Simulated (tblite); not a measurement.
Input of a run (GFN2-xTB geometry optimisation, gas phase (tblite 0.8.0)), started from a force field or distance geometry:
```
{"job": {"kind": "relax", "xc": "GFN2-xTB", "basis": "xTB"}, "charge": 0, "multiplicity": 1}
C     -3.174400    -0.372000     0.026500
C     -1.892500    -0.035700    -0.010000
C     -0.590400    -0.868200     0.152000
N      0.295700     0.283600    -0.018900
C      1.613000     0.217300     0.029000
C      2.822100     0.666900    -0.028500
C      2.655200    -0.745600     0.184300
Si    -0.850500     1.469600    -0.208500
H     -3.478500    -1.403700     0.181200
H     -3.959700     0.380900    -0.096900
H     -0.431800    -1.624000    -0.630900
H     -0.463300    -1.357000     1.124700
H      3.495800     1.480000    -0.128200
H      2.832100    -1.118300     1.183500
H      2.856900    -1.389800    -0.645300
H     -0.848200     2.020100    -1.574100
H     -0.888600     2.407900     0.934900
```

Output (eV, eV/Å):
```
step      E/eV     max force
  0    -597.43064    3.433
  1    -597.57979    4.267
  2    -597.71509    1.925
  3    -597.77393    0.511
  4    -597.80365    0.419
  5    -597.83234    0.559
  6    -597.84797    0.455
  7    -597.86300    0.261
  8    -597.87395    0.239
  9    -597.88205    0.292
 10    -597.89155    0.246
 11    -597.89898    0.183
 12    -597.90422    0.162
 13    -597.90710    0.104
 14    -597.90879    0.088
 15    -597.90990    0.082
 16    -597.91060    0.068
 17    -597.91108    0.051
 18    -597.91149    0.055
 19    -597.91181    0.042
 20    -597.91203    0.035
 21    -597.91221    0.035
 22    -597.91243    0.036
 23    -597.91269    0.042
 24    -597.91293    0.046
 25    -597.91308    0.032
 26    -597.91317    0.023
 27    -597.91324    0.021
 28    -597.91330    0.020
 29    -597.91335    0.020
 30    -597.91338    0.014
 31    -597.91342    0.016
 32    -597.91346    0.020
 33    -597.91351    0.018
 34    -597.91353    0.009
```

Q: Summarise the run.

A: The energy falls by 0.483 eV over 34 L-BFGS steps, the largest force on an atom goes from 3.43 to 0.009 eV/Å, and the atoms move by 0.099 Å rms after alignment. The bond that changes most is N4–Si8 (silicon-bound nitrogen to SiH2 silicon), which lengthens by 0.086 Å. Bonds longer at the end by more than 0.005 Å: 8 of 18; shorter: 7. Among the angles that change most is H16–Si8–H17, from 118.7° to 112.1°. The energy never rose by more than 1e-5 eV on the way. The first step brought 31 % of the lowering.

Q: What are the final bond lengths?

A: C1=C2 1.319 Å, C2–C3 1.509 Å, C3–N4 1.464 Å, N4–C5 1.337 Å, C5=C6 1.306 Å, C6–C7 1.505 Å, N4–Si8 1.746 Å, C2–Si8 1.893 Å, C5–C7 1.496 Å, C1–H9 1.080 Å, C1–H10 1.077 Å, C3–H11 1.095 Å, C3–H12 1.095 Å, C6–H13 1.059 Å, C7–H14 1.088 Å, C7–H15 1.088 Å, Si8–H16 1.462 Å, Si8–H17 1.462 Å. Numbering counts from 1 in the input's order; the species is `C=C1CN(C2=CC2)[SiH2]1`.

Hardware: one thread of an Intel Xeon 6975P-C (shared host). Cost: 0.2 s wall.

Its GFN2-xTB frequencies are all real (lowest 68 cm⁻¹). One conformer, not necessarily the lowest.

Conformer computed: `[CH2:1]=[C:2]1[CH2:3][N:4]([C:5]2=[CH:6][CH2:7]2)[SiH2:8]1`: C3–N4–C5–C6 180°.
